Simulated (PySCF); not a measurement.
Electron correlation in Ti (titanium, neutral)

[Ar] 3d2 4s2, high-spin 3F determinant. Computed with PySCF 2.14 in cc-pVDZ-DK (6s5p3d1f, 43 functions), with scalar relativity by spin-free X2C-1e. Frozen: [Ar]; 4 electrons correlated.

MP2 pair energies summed by pair of shells (mhartree):

| pair | energy | share (%) |
| --- | --- | --- |
| 4s-4s | -19.80 | 56.6 |
| 3d-4s | -11.84 | 33.8 |
| 3d-3d | -3.36 | 9.6 |

Total MP2 correlation energy: -35.00 mhartree.

Same-spin part -7.98 and opposite-spin part -27.02 mhartree; SCS-MP2 scales them by 1/3 and 6/5 to -35.08 mhartree.
